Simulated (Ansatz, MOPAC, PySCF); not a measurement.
Dimer: CHN (SMILES C#N) (first 3 atoms) with H4OSi (SMILES O[SiH3]); geometry from B3LYP-D3(BJ)/def2-TZVP, rigid monomers moved along the line of their centres of mass till H3···O4 is 3.64 Å.
(charge 0, multiplicity 1):
```xyz
9

C     -1.242     1.041     0.180
N     -1.988     1.382    -0.622
H     -0.541     0.722     0.932
O      1.518    -0.534     3.655
Si     1.079    -1.459     4.969
H      2.437    -0.267     3.572
H      1.823    -2.739     4.984
H     -0.366    -1.697     4.797
H      1.343    -0.736     6.234
```

Counterpoise-corrected where a basis set is named; no monomer relaxation. Rows marked so take none.

Rows in 3-21G, 6-31G*, STO-3G carry no dispersion term and start afresh at each structure (6-31G* with six Cartesian d functions). The state reached by AM1 isn't checked.

Programs: Ansatz (a first-principles code); MOPAC for AM1 (differences of heats of formation); PySCF for 3-21G rows, 6-31G* rows, STO-3G rows, the dispersion terms. Values without a source in brackets are computed.

```
level                            interaction energy (meV)
-------------------------------  ------------------------
AM1                                                 -40.2
HF/STO-3G (no counterpoise)                         -42.0
PBE-D3(BJ)/def2-TZVPPD                              -59.4
r2SCAN-D4/def2-TZVPPD                               -56.6
B3LYP/3-21G (no counterpoise)                       -65.5
B3LYP/6-31G*                                        -55.4
B3LYP/6-31G* (no counterpoise)                      -64.9
PBE0/def2-TZVPPD                                    -56.1
M06-2X/6-31G* (no counterpoise)                       [?]
```

Problem. Complete the blanks.

Solution. 
- M06-2X/6-31G* (no counterpoise), interaction energy (meV): -72.1
